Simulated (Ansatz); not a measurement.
Pulling on the Si1–S2 bond in SiS (multiplicity 1 held). Energies count from the point at 1.938 Å.


Restricted levels (R-, RO-) in cc, def2 and unpolarised 6-31G sets keep to the state of the molecule at rest. U- levels take the lowest unrestricted solution at each point, which mixes spins at long bonds. Levels need not reach the same state.

Correlated levels freeze the cores.

Run with Ansatz (a program for electronic structure) with Gaussian orbitals. 

Energies in kcal/mol.

```json
[
 {"R (Å)": "1.550", "U-PBE/cc-pV(T+d)Z": "103.1", "R-B3LYP/cc-pV(T+d)Z": "99.9", "U-wB97X-V/cc-pV(T+d)Z": "96.0", "U-MP2/cc-pV(T+d)Z": "103.6", "U-CCSD(T)/cc-pV(T+d)Z": "104.5"},
 {"R (Å)": "1.744", "U-PBE/cc-pV(T+d)Z": "19.7", "R-B3LYP/cc-pV(T+d)Z": "17.9", "U-wB97X-V/cc-pV(T+d)Z": "15.4", "U-MP2/cc-pV(T+d)Z": "19.0", "U-CCSD(T)/cc-pV(T+d)Z": "19.5"},
 {"R (Å)": "1.938", "U-PBE/cc-pV(T+d)Z": "0.0", "R-B3LYP/cc-pV(T+d)Z": "0.0", "U-wB97X-V/cc-pV(T+d)Z": "0.0", "U-MP2/cc-pV(T+d)Z": "0.0", "U-CCSD(T)/cc-pV(T+d)Z": "0.0"},
 {"R (Å)": "2.132", "U-PBE/cc-pV(T+d)Z": "8.3", "R-B3LYP/cc-pV(T+d)Z": "10.0", "U-wB97X-V/cc-pV(T+d)Z": "13.6", "U-MP2/cc-pV(T+d)Z": "9.8", "U-CCSD(T)/cc-pV(T+d)Z": "9.1"},
 {"R (Å)": "2.326", "U-PBE/cc-pV(T+d)Z": "27.6", "R-B3LYP/cc-pV(T+d)Z": "[?]", "U-wB97X-V/cc-pV(T+d)Z": "38.8", "U-MP2/cc-pV(T+d)Z": "54.3", "U-CCSD(T)/cc-pV(T+d)Z": "31.6"},
 {"R (Å)": "2.616", "U-PBE/cc-pV(T+d)Z": "60.8", "R-B3LYP/cc-pV(T+d)Z": "66.4", "U-wB97X-V/cc-pV(T+d)Z": "78.7", "U-MP2/cc-pV(T+d)Z": "85.9", "U-CCSD(T)/cc-pV(T+d)Z": "68.8"},
 {"R (Å)": "2.907", "U-PBE/cc-pV(T+d)Z": "88.4", "R-B3LYP/cc-pV(T+d)Z": "98.7", "U-wB97X-V/cc-pV(T+d)Z": "103.8", "U-MP2/cc-pV(T+d)Z": "113.6", "U-CCSD(T)/cc-pV(T+d)Z": "98.6"},
 {"R (Å)": "3.392", "U-PBE/cc-pV(T+d)Z": "117.7", "R-B3LYP/cc-pV(T+d)Z": "[?]", "U-wB97X-V/cc-pV(T+d)Z": "129.5", "U-MP2/cc-pV(T+d)Z": "135.4", "U-CCSD(T)/cc-pV(T+d)Z": "126.1"},
 {"R (Å)": "3.876", "U-PBE/cc-pV(T+d)Z": "133.3", "R-B3LYP/cc-pV(T+d)Z": "166.4", "U-wB97X-V/cc-pV(T+d)Z": "139.6", "U-MP2/cc-pV(T+d)Z": "141.6", "U-CCSD(T)/cc-pV(T+d)Z": "135.8"},
 {"R (Å)": "4.457", "U-PBE/cc-pV(T+d)Z": "142.4", "R-B3LYP/cc-pV(T+d)Z": "185.4", "U-wB97X-V/cc-pV(T+d)Z": "144.2", "U-MP2/cc-pV(T+d)Z": "143.2", "U-CCSD(T)/cc-pV(T+d)Z": "137.5"},
 {"R (Å)": "5.233", "U-PBE/cc-pV(T+d)Z": "146.4", "R-B3LYP/cc-pV(T+d)Z": "194.2", "U-wB97X-V/cc-pV(T+d)Z": "145.1", "U-MP2/cc-pV(T+d)Z": "144.0", "U-CCSD(T)/cc-pV(T+d)Z": "138.3"},
 {"R (Å)": "6.202", "U-PBE/cc-pV(T+d)Z": "147.8", "R-B3LYP/cc-pV(T+d)Z": "197.7", "U-wB97X-V/cc-pV(T+d)Z": "145.4", "U-MP2/cc-pV(T+d)Z": "144.3", "U-CCSD(T)/cc-pV(T+d)Z": "138.6"},
 {"R (Å)": "7.752", "U-PBE/cc-pV(T+d)Z": "148.2", "R-B3LYP/cc-pV(T+d)Z": "199.5", "U-wB97X-V/cc-pV(T+d)Z": "145.5", "U-MP2/cc-pV(T+d)Z": "144.4", "U-CCSD(T)/cc-pV(T+d)Z": "138.7"}
]
```

Question: Fill in the missing entries.

Answer: 
- 3.392, R-B3LYP/cc-pV(T+d)Z: 139.7
- 2.326, R-B3LYP/cc-pV(T+d)Z: 30.9

Doubts at one or more of the structures used: a spin-contaminated determinant (U-PBE/cc-pV(T+d)Z, U-wB97X-V/cc-pV(T+d)Z, U-MP2/cc-pV(T+d)Z, U-CCSD(T)/cc-pV(T+d)Z); a restricted determinant that unrestricted orbitals would lower (R-B3LYP/cc-pV(T+d)Z); T1 above 0.05 (U-CCSD(T)/cc-pV(T+d)Z); the program's own flag: large difference (U-CCSD(T)/cc-pV(T+d)Z).
